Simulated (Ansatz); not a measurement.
Z-matrix (Å, degrees):
```
Zr
N 1 1.982
C 1 3.047 2 23.1
Cl 1 2.338 2 107.0 3 -180.0
Cl 1 2.347 2 106.7 3 -58.0
Cl 1 2.347 2 106.7 3 58.0
H 1 2.670 2 18.6 3 -180.0
H 3 1.094 1 77.7 2 180.0
H 3 1.095 1 123.5 2 77.4
H 3 1.095 1 123.5 2 -77.4
```

Charge 0, multiplicity 1. Zr takes the def2 core potential.

Task: List the PBE0/def2-TZVPP orbital energies in eV (the Gaussian-basis code of Ansatz). (An estimate is asked.)

Result: Computed: Occupied: -2767.46, -2767.21, -2767.21, -391.83, -279.48, -259.32, -259.07, -259.07, -197.53, -197.50, -197.49, -197.28, -197.28, -197.25, -197.25, -197.24, -197.24, -59.89, -36.26, -36.21, -36.12, -24.85, -22.66, -22.38, -22.30, -19.09, -14.19, -12.72, -12.48, -10.86, -10.51, -10.50, -10.47, -9.98, -9.96, -9.62, -9.47, -9.41, -9.16, -7.80. Lowest empty: -2.06, -1.66, -1.31, -0.67, -0.50, -0.23, 0.72, 0.84.
